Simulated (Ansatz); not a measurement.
A series at Ge: from `[OH][Ge]([GeH3])([GeH3])[GeH3]`, ligands are replaced one by one, each step taking up H₂ and setting free GeH₄; n counts the steps. Ansatz, PBE0-D4/def2-TZVP geometries. Each molecule was computed in one conformer, which needn't be the lowest.

CBS adds triple-zeta CCSD(T) − MP2 to the MP2 limit, frozen cores; atoms without spin–orbit coupling. Outer-core shells of Ge are correlated without core-valence functions. Scalar relativity is left out up to krypton. Spin–orbit coupling is left out.

```tsv
n	molecule	atomization energy, CCSD(T)/CBS (kJ/mol)
0	`[OH][Ge]([GeH3])([GeH3])[GeH3]`	?
1	`[OH][GeH]([GeH3])[GeH3]`	3372.4
2	`[OH][GeH2][GeH3]`	2565.9
3	`[OH][GeH3]`	1766.0
```

By hand: fit a straight line y = ȳ + b (n − n̄) to the 3 given rows and predict n = 0.

n̄ = 2.000, ȳ = 2568.10; Σ(n − n̄)(y − ȳ) = -1606.40, Σ(n − n̄)² = 2.000, so b = -803.20 kJ/mol a step. Prediction: 2568.10 + (-803.20) × (-2.000) = 4174.5 kJ/mol.

By hand: compare with the computed value, 4184.6 kJ/mol, and give the steps along the whole series.

The line misses by 10.1 kJ/mol (computed minus predicted). Steps: -812.2, -806.5, -799.9 kJ/mol.

The steps differ by up to 12.3 kJ/mol, small against a whole step but well beyond the method's doubt, so the ligands' effects don't simply add. The miss is 0.4 % of the series' range. The energies themselves are unsure by some kJ/mol a bond, though much of that is common to the series.
